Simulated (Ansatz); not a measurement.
One geometry of PbH4 (H₄Pb), several levels of theory.

```yaml
crystal:
  periodic: [false, false, false]
  atoms:
    - {symbol: Pb, position_ang: [-0.000070, 0.000059, 0.000058]}
    - {symbol: H, position_ang: [0.010990, -0.018500, 1.748671]}
    - {symbol: H, position_ang: [1.644963, 0.010735, -0.593121]}
    - {symbol: H, position_ang: [-0.831942, 1.431591, -0.562754]}
    - {symbol: H, position_ang: [-0.823941, -1.423886, -0.592864]}
basis:
  gaussian: {orbitals: def2-SVP, initial_orbitals: start.molden}
hamiltonian: {xc: pbe, dispersion: d4}
scf: {omitted_lower_state_checks: [starts]}
output: {orbitals: {seedname: orbitals}}
```

The file start.molden holds the orbitals of an earlier run on this structure, at another level or in another basis.

```sh
$ ansatz run in.yaml --threads 4 --pin off --events-out ev --progress --plain --max-ram 3916MiB
```

Output, abridged:

```
Functional definition: PBE
528 factors; their error is unknown
mean field evaluation 1: about -5311.4602 eV, gradient 3.3e1 eV
mean field evaluation 2: about -5311.6885 eV, gradient 3.3e-1 eV
mean field evaluation 4: about -5311.6827 eV, gradient 5.9e-2 eV
mean field -5311.68274153 eV, -195.2007403633 hartree, gradient 2.6e-5 eV, S^2 0.000000; 0 other end points of the search recorded, 0 dependent functions left out
reference -5311.68277918 eV, -195.2007417469 hartree; 13, 13 occupied and 33, 33 virtual orbitals, 528 factors
Total energy: -5311.74251739 eV, -195.2029370857 hartree
Checks for a lower state left out: starts
```

Hardware: 4 threads of Intel Xeon on a shared host. Wall time 1.8 s.

Geometry: PBE0-D4/def2-TZVP.

In the def2 sets Pb takes a core potential; there is no spin–orbit coupling.
